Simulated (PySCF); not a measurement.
The same groups moved round the core (propene methyl+boryl). Isolated molecules, 0 K electronic values unless said otherwise. One relaxed conformer stands for each flexible species; it need not be the lowest. Strings in code marks are SMILES.

These are M06-2X/def2-TZVP run with PySCF values and carry that method's errors. Excitations are Tamm–Dancoff values on a coarser integration grid. The basis has no diffuse functions, so Rydberg states are missing or too high.

```json
[
 {"species": "`BC(=C)CC`", "brightest of the four lowest singlets (TDA) (eV)": "5.95", "S1 excitation (TDA) (eV)": "5.17"},
 {"species": "`C/C(=C\\C)B`", "brightest of the four lowest singlets (TDA) (eV)": "5.80", "S1 excitation (TDA) (eV)": "5.32"},
 {"species": "`B/C(C)=C\\C`", "brightest of the four lowest singlets (TDA) (eV)": "5.46", "S1 excitation (TDA) (eV)": "___"},
 {"species": "`CC(=CB)C`", "brightest of the four lowest singlets (TDA) (eV)": "5.78", "S1 excitation (TDA) (eV)": "5.32"},
 {"species": "`C(=C\\CC)/B`", "brightest of the four lowest singlets (TDA) (eV)": "6.11", "S1 excitation (TDA) (eV)": "5.45"},
 {"species": "`B/C=C\\CC`", "brightest of the four lowest singlets (TDA) (eV)": "5.89", "S1 excitation (TDA) (eV)": "___"},
 {"species": "`C=C(C)CB`", "brightest of the four lowest singlets (TDA) (eV)": "___", "S1 excitation (TDA) (eV)": "4.92"},
 {"species": "`C/C=C\\CB`", "brightest of the four lowest singlets (TDA) (eV)": "–", "S1 excitation (TDA) (eV)": "5.36"}
]
```

### Question
What belongs in the gaps?

### Answer

- `B/C(C)=C\C`, S1 excitation (TDA) (eV): 5.16
- `B/C=C\CC`, S1 excitation (TDA) (eV): 5.18
- `C=C(C)CB`, brightest of the four lowest singlets (TDA) (eV): 7.26
